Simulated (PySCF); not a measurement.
An unknown shows these calculated signals:

1H NMR (500 MHz, computed): δ 4.82 (m, 2H), 4.65 (m, 2H), 4.39 (s, 2H), 3.89 (t, 2H), 2.62 (t, 2H), 1.56 (br s, 1H).

13C{1H} NMR (computed): δ 178.5 (C), 168.2 (C), 64.2 (CH2), 48.1 (CH2), 41.7 (CH2).

[PySCF: shieldings: GIAO PBE0/pcSseg-1; structure optimised with GFN2-xTB; rapidly exchanging positions averaged; no relativistic terms; in vacuum; single conformer]

References, each an isolated molecule treated in the same way: 1H and 13C vs TMS.

Question: Which of these does the molecule contain: a (CH3)2CH unit, a non-aromatic C=C double bond, a Si–H bond, an S-methyl group, an OH group, an ester?

Answer: 
- A (CH3)2CH unit: no.
- A non-aromatic C=C double bond: yes.
- A Si–H bond: yes (δH 4.82 (m)).
- An S-methyl group: no.
- An OH group: yes (δH 1.56 (br s)).
- An ester: no.

The data belong to `OCCC1=C(CCl)[SiH2][SiH2]1`, C5H11ClOSi2; they needn't prove each group on their own.

Carbon signals by region: 2 in the far downfield region (above 160 ppm), 1 at 50–100 ppm, 2 below 50 ppm. Above 160 ppm: 178.5, fully substituted alkene carbon, 168.2, fully substituted alkene carbon.

The OH or NH signal is concentration- and solvent-dependent in practice; the value given is the gas-phase one. Carbons that carry Cl, above all several Cl atoms, come out too deshielded, partly because spin–orbit coupling is missing. Shifts are as computed. Against solution values, carbons near 30 ppm lie about +3 ppm off and those near 130 ppm about +5 ppm; carbons on Cl a further +6 ppm. Of 1211 compounds with measured shifts, 218 miss one by over three times the rms of a fit or turn the order of signals round; such compounds aren't used in these exercises. Multiplicities follow the n + 1 count of equivalent neighbours, as no J values were calculated; m marks all less simple cases, F and P coupling included.
